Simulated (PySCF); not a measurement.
**Excitation energy of Au²⁺ by level of theory**

Au²⁺ [Xe] 4f14 5d9 (2D) → Au²⁺ [Xe] 4f14 5d8 6p1 (high-spin determinant), as a difference of total energies. All numbers are calculated (PySCF 2.14, a scalar-relativistic core potential, in def2-TZVPPD with the def2 core potential (60 electrons) (6s5p3d2f1g, 59 functions)). Correlated levels: valence: 5s2 5p6 frozen. The calculations carry no spin-orbit coupling.

```
           method  excitation energy (eV)
              UHF                  12.057
    MP2 (valence)                  12.984
SCS-MP2 (valence)                  13.075
   CCSD (valence)                  12.769
CCSD(T) (valence)                  12.772
```

Problem. How much does correlation contribute at CCSD(T) (valence)?

Solution. 12.772 − (12.057) = 0.715 eV, measured against UHF.

The determinant of the upper state mixes LS terms, which raises its energy above the lowest term, most at the Hartree-Fock and MP2 levels.
